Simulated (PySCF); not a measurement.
F4Hf, multiplicity 1. Atoms are numbered in the order given.

```xyz
5

Hf     0.0000     0.0000     0.0000
F     -1.1036     1.1036    -1.1036
F      1.1036     1.1036     1.1036
F      1.1036    -1.1036    -1.1036
F     -1.1036    -1.1036     1.1036
```

Geometry optimised at B3LYP-D3(BJ)/def2-SVP. The multiplicity is an assumed one; other spin states were not compared. The isomer is the one that the SMILES or the coordinates give; other isomers of the formula were not compared. The def2 effective core potentials stand for the cores of Hf; spin–orbit coupling is left out.

All values below come from TDDFT-PBE/def2-SVPD (PySCF).

Vertical excitations; the highest root listed may be one member of a degenerate set. Gas-phase values at a fixed geometry. State labels are in the subgroup D2.

**Question.** List the lowest excited states. (An estimate is asked for; the answer gives what the named calculation found.)

**Answer.** 
```csv
state,symmetry,energy (eV),λ (nm),f,main pairs
S1,B1,8.38,148,0.000,"HOMO−2→LUMO, HOMO−2→LUMO+1 (degenerate set)"
S2,B2,8.38,148,0.000,"HOMO−1→LUMO, HOMO−1→LUMO+1 (degenerate set)"
S3,B3,8.38,148,0.000,HOMO→LUMO+1 (degenerate set)
S4,B1,8.48,146,0.005,"HOMO−2→LUMO+1, HOMO−5→LUMO, HOMO−2→LUMO, HOMO−5→LUMO+1 (degenerate set)"
S5,B3,8.48,146,0.005,"HOMO→LUMO, HOMO−3→LUMO+1 (degenerate set)"
S6,B2,8.48,146,0.005,"HOMO−1→LUMO+1, HOMO−4→LUMO, HOMO−1→LUMO, HOMO−4→LUMO+1 (degenerate set)"
S7,B3,8.49,146,0.000,HOMO−3→LUMO (degenerate set)
S8,B1,8.49,146,0.000,"HOMO−5→LUMO+1, HOMO−5→LUMO (degenerate set)"
S9,B2,8.49,146,0.000,"HOMO−4→LUMO+1, HOMO−4→LUMO (degenerate set)"
S10,B2,8.56,145,0.000,HOMO−1→LUMO+2 100 %
T1,B3,8.11,153,0,"HOMO→LUMO, HOMO−3→LUMO+1 (degenerate set)"
T2,B2,8.11,153,0,"HOMO−1→LUMO+1, HOMO−1→LUMO, HOMO−4→LUMO (degenerate set)"
T3,B1,8.11,153,0,"HOMO−2→LUMO+1, HOMO−2→LUMO, HOMO−5→LUMO (degenerate set)"
T4,B1,8.24,150,0,"HOMO−5→LUMO 62 %, HOMO−5→LUMO+1 21 %, HOMO−2→LUMO+1 12 %"
```
Triplets are in the Tamm–Dancoff approximation, which puts them higher than full response would, so one can lie above its singlet here.
